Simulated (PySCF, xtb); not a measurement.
Nb(OH)2 (H₂NbO₂), SMILES [OH][Nb][OH] (connectivity only; charge and spin as stated), neutral, multiplicity 4. Other conformers were not sampled.

Harmonic wavenumbers (cm⁻¹) from xtb with GFN2-xTB at its own minimum, in rising order: 173, 173, 524, 524, 550, 550, 618, 708, 3586, 3603.

Task: What does PBE-D3(BJ)/def2-TZVP run with PySCF 2.14.0 give at its own minimum? (An estimate is asked for; the answer gives what the named calculation found.)

Result: 18, 18, 396, 396, 448, 448, 696, 705, 3837, 3839. Paired by order, the mean absolute difference is 133 cm⁻¹ and the zero-point energies are 15.7 and 15.4 kcal/mol.
